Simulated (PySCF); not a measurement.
GeHI3, SMILES [I][GeH]([I])[I].

The structure is a stationary point at PBE-D3(BJ)/def2-SVP. The def2 effective core potentials stand for the cores of I; spin–orbit coupling is left out.

All values below come from PBE-D3(BJ)/def2-SVP run with PySCF.

Frequencies are harmonic and unscaled.

Modes within 1.5 cm⁻¹ of each other (mostly degenerate sets) share a row, with their intensities summed.

| mode | ν (cm⁻¹) | IR (km/mol) | moving atoms (share of kinetic energy) |
|---|---|---|---|
| 1–2 | 62 | 0.3 | I 91 %, Ge 9 % |
| 3 | 91 | 0.3 | I 64 %, Ge 36 % |
| 4 | 199 | 2.1 | I 53 %, Ge 47 % |
| 5–6 | 258 | 89.2 | Ge 71 %, I 29 % |
| 7–8 | 630 | 179.9 | H 98 % |
| 9 | 2072 | 45.8 | H 99 % |
